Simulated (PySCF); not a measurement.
**`C#CC(C)=C1CCC1`: 4 charge schemes on one density**

C₈H₁₀.
Geometry (GFN2-xTB, Å), atoms numbered from 1 in this order:
```
atom  x, y, z in Å
C1    -2.206    2.408   -0.141
C2    -1.670    1.338   -0.239
C3    -1.065    0.063   -0.358
C4    -1.996   -1.095   -0.577
C5     0.258   -0.065   -0.277
C6     1.198   -1.235   -0.365
C7     2.373   -0.258   -0.166
C8     1.379    0.915   -0.071
H9    -2.668    3.346   -0.053
H10   -2.560   -0.955   -1.499
H11   -2.711   -1.163    0.243
H12   -1.438   -2.026   -0.640
H13    1.078   -1.974    0.429
H14    1.190   -1.754   -1.324
H15    2.952   -0.432    0.738
H16    3.052   -0.200   -1.013
H17    1.471    1.666   -0.855
H18    1.357    1.428    0.891
```

Density: PBE0/pcSseg-1 (PySCF); schemes: Mulliken, IAO, Hirshfeld and ESP-fitted. Isolated species at its GFN2-xTB geometry, gas phase.

Task: Atoms with like bonding are taken together and averaged. For which atoms does the sign change between the 4 schemes (beyond +0.03 e in one, beyond −0.03 e in another)?

Result: C2 and C5. Atomic charges aren't observables, and each scheme defines them in its own way.

Task: At which atom do the 4 schemes differ most?

Result: At C2: from -0.043 (Hirshfeld) to +0.366 e (Mulliken), 0.409 e apart.

Task: What partial charge does each atom carry?

Result: In e; atoms taken as equivalent share a row and are averaged (×n: the atom named and its like, n in all):

| atom | environment | Mulliken | IAO | Hirshfeld | ESP-fitted |
| --- | --- | --- | --- | --- | --- |
| C1 | terminal alkyne carbon | -0.416 | -0.257 | -0.123 | -0.479 |
| C2 | alkyne carbon | +0.366 | -0.023 | -0.043 | +0.054 |
| C3 | fully substituted alkene carbon | -0.306 | -0.036 | -0.005 | -0.041 |
| C4 | allylic carbon | -0.123 | -0.416 | -0.113 | -0.342 |
| C5 | fully substituted alkene carbon | -0.267 | +0.031 | +0.015 | +0.079 |
| C6 | allylic carbon | -0.129 | -0.283 | -0.072 | -0.048 |
| C7 | four-membered-ring carbon | -0.234 | -0.261 | -0.067 | -0.241 |
| C8 | allylic carbon | -0.099 | -0.279 | -0.073 | -0.036 |
| H9 | alkyne hydrogen | +0.039 | +0.200 | +0.087 | +0.312 |
| H10/H11/H12 | methyl hydrogen | +0.126 | +0.151 | +0.046 | +0.118 |
| H13/H14 | methylene hydrogen | +0.137 | +0.146 | +0.044 | +0.058 |
| H15/H16 | methylene hydrogen | +0.122 | +0.138 | +0.040 | +0.087 |
| H17/H18 | methylene hydrogen | +0.137 | +0.151 | +0.044 | +0.049 |

Mean size of the charges over all atoms: Mulliken 0.175 e, IAO 0.173 e, ESP-fitted 0.132 e, Hirshfeld 0.055 e. Each set sums to the total charge, 0, to within 0.001 e. The IAO scheme counts the electrons in orthogonalised intrinsic atomic orbitals, a minimal basis polarised so that it spans the occupied orbitals exactly. The Hirshfeld scheme divides the density at each point in proportion to the densities of the neutral, spherically averaged free atoms.

Some averages cover members that differ in this geometry: H10/H11/H12, ESP-fitted +0.081 to +0.136 e.

Task: How closely do the schemes follow one another over all atoms?

Result: Correlation coefficient and root-mean-square difference: IAO with Hirshfeld 0.97, 0.138 e; Hirshfeld with ESP-fitted 0.88, 0.129 e; IAO with ESP-fitted 0.82, 0.115 e; Mulliken with ESP-fitted 0.65, 0.159 e; Mulliken with IAO 0.64, 0.168 e; Mulliken with Hirshfeld 0.60, 0.171 e.

Task: How many electrons does the ESP-fitted scheme count on C2?

Result: Z − q = 6 − (+0.054) = 5.946.
